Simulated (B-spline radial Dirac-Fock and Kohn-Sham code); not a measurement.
## Sm²⁺: eigenvalues, ΔSCF and the reference

System: the Sm²⁺ ion in the configuration [Xe] 4f6.

The density-functional columns are spherical, spin-unpolarised Dirac-Kohn-Sham results without Breit or QED terms: −ε is minus the orbital energy of the initial state and ΔSCF the difference of two total energies. The reference in the last column comes from ΔSCF Dirac-Fock with Breit, self-energy and vacuum polarisation, finite nucleus, configuration average. All numbers are from a radial finite-basis atomic code, in eV; a selection of levels is shown. For the 1s level of heavy atoms much of the gap between ΔSCF and the reference is the Breit and QED part, -194.3 eV here; for other levels the error of the functional can be larger.

```csv
level,PBE −ε,PBE ΔSCF,LDA −ε,LDA ΔSCF,Dirac-Fock
K,46639.5,47079.7,46594.4,47033.2,46851.0
L1,7629.0,7707.6,7622.9,7701.8,7760.1
L2,7232.3,7332.2,7229.7,7329.7,7330.3
L3,6629.5,6719.7,6627.6,6718.0,6734.6
M1,1681.7,1705.2,1679.9,1703.5,1746.9
M2,1510.9,1535.8,1510.2,1535.2,1562.8
M3,1388.9,1412.1,1388.4,1411.8,1440.0
M4,1092.6,1120.0,1092.7,1120.2,1124.6
M5,1066.0,1092.9,1066.2,1093.1,1098.6
N1,344.7,355.2,344.0,354.4,374.9
N2,279.2,289.6,278.9,289.2,302.9
N3,252.5,262.5,252.0,262.1,276.1
N4,144.7,154.4,144.7,154.4,156.4
N5,139.9,149.5,139.9,149.5,151.7
"N6,7",15.69,23.78,15.99,24.10,19.68
O1,56.56,63.29,56.80,63.54,65.17
O2,39.02,45.28,39.25,45.54,43.59
O3,35.45,41.49,35.63,41.69,40.00
```

Q: Order the estimates of the K (1s) level by their distance from the Dirac-Fock value, nearest first.
A. PBE −ε
B. LDA ΔSCF
C. PBE ΔSCF
D. LDA −ε

A: B (182.3 eV), A (211.4 eV), C (228.7 eV), D (256.6 eV).

Values without a named source are computed, but for edge energies of neutral atoms, which are taken from tables.
